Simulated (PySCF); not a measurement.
C₇H₆FN₃.
Bonds: C1–N2, N2–N3 (aromatic), N3–C4 (aromatic), C4–C5 (aromatic), C5–C6 (aromatic), C6–C7 (aromatic), C7–C8 (aromatic), C8–F9, C8–C10 (aromatic), C10–N11 (aromatic), N2–N11 (aromatic), C4–C10 (aromatic). Hydrogens: H12, H13, H14 on C1; H15 on C5; H16 on C6; H17 on C7.

NICS is the negative of the GIAO shielding at a point without a nucleus: at the ring centre (0) and 1 Å above and below it (1); zz is the component along the ring normal. Level: GIAO PBE0/pcSseg-1 (PySCF, non-relativistic, gas phase) on the GFN2-xTB geometry, one conformer.

Rings: 1. N2–N3–C4–C10–N11; 2. C4–C5–C6–C7–C8–C10.

```tsv
set	NICS(0)	NICS(1), two faces	NICS(1)zz, two faces
P	-15.8	-15.1 / -15.1	-38.3 / -37.8
Q	-10.8	-11.3 / -11.2	-27.0 / -26.9
```

Q: Which set (ppm) belongs to which ring?

A: P = 1, Q = 2.
- 1 (5-membered ring with 3 N; formal bonds all aromatic): mean NICS(1)zz -38.0 ppm, shielded. For a flat ring without four-coordinate atoms the NICS criterion counts such a value as aromatic, though in fused rings the probe also feels the neighbouring ring.
- 2 (6-membered carbocycle; formal bonds all aromatic): mean NICS(1)zz -27.0 ppm, shielded, aromatic by this magnetic criterion (flat ring, no four-coordinate atom), though in fused rings the probe also feels the neighbouring ring.

Q: How do the rings differ in shape?

A: 
```tsv
ring	bond lengths (Å)	rms pucker (Å)	HOMA	nearest outside atom to a NICS(1) probe (Å)
1	1.304, 1.343, 1.432, 1.342, 1.303	0.00	0.90	carbon 2.67
2	1.400, 1.369, 1.408, 1.369, 1.400, 1.432	0.00	0.86	hydrogen 2.65
```

HOMA = 1 − mean of α(R − Ropt)² over the ring bonds, with Krygowski's 1993 parameters (CC: Ropt 1.388 Å, α 257.7 Å⁻²; CN: Ropt 1.334 Å, α 93.52 Å⁻²; NN: Ropt 1.309 Å, α 130.33 Å⁻²).
